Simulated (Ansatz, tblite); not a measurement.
Cost and result up the ladder for Si₃Ni (the lowest singlet isomer of a short search) (4 atoms). Charge 0, multiplicity 1. Geometry: r2SCAN-D4/def2-SVP.

Cartesian coordinates in Å:
```
Ni 0.140 1.139 0.000
Si -0.150 -1.219 0.000
Si 1.760 -0.176 -0.455
Si -1.750 0.256 0.456
```

Ansatz on 4 threads of Intel Xeon Platinum 8488C on a shared host; xTB runs through tblite on one thread. Times are rough, summed over both states, and most runs start from the orbitals of an earlier one. RPA@PBE/def2-TZVP serves as the yardstick here, not as an exact answer. Differences are given only for rows in sets of like size (and for xTB, whose basis is part of the method), since another set adds its own error. The other state is a quintet at its own geometry.

The 6-31G sets use Cartesian d functions. The xTB rows come from tblite. B3LYP takes the VWN-RPA correlation. Correlated methods freeze 20 core orbitals; core or outer-core shells of Ni are correlated, in sets that lack core-valence functions. At PBE0-D4/def2-TZVP a singlet of charge 0 lies 0.97 eV below the quintet, each at its own geometry. The structure comes from a short search, and lower isomers may exist.

Run but left out: HF/6-31G, B2PLYP/def2-TZVP (singlet: restricted singlet, unstable in another Hartree–Fock run and untested here); PBE-QIDH/def2-TZVP (singlet: restricted singlet, unstable towards broken spin symmetry).

Correlated methods converge slowly with the basis.

xTB has no spin-polarisation term.

```csv
level,functions,wall time
GFN1-xTB,36,0.01 s
GFN2-xTB,36,0.012 s
PBE-D4/def2-TZVP,156,2.8 s
B3LYP-D4/6-31G,68,2.9 s
BLYP-D4/def2-TZVP,156,3 s
RPA@PBE/def2-TZVP,156,5.2 s
r2SCAN-D4/def2-TZVP,156,6.5 s
PBE0-D4/def2-TZVP (with forces),156,7.9 s
B97M-V/def2-TZVP,156,8.9 s
```

Task: Estimate what each level gives for the quintet − singlet (eV).

Result: 
```
                          level  quintet − singlet (eV)  difference from RPA@PBE/def2-TZVP (eV)
                       GFN1-xTB                    2.24                                    1.01
                       GFN2-xTB                    2.05                                    0.82
               PBE-D4/def2-TZVP                    1.21                                   -0.02
                 B3LYP-D4/6-31G                    1.03                                       –
              BLYP-D4/def2-TZVP                    1.35                                    0.12
              RPA@PBE/def2-TZVP                    1.23                                    0.00
            r2SCAN-D4/def2-TZVP                    1.07                                   -0.16
PBE0-D4/def2-TZVP (with forces)                    0.97                                   -0.26
               B97M-V/def2-TZVP                    1.19                                   -0.04
```
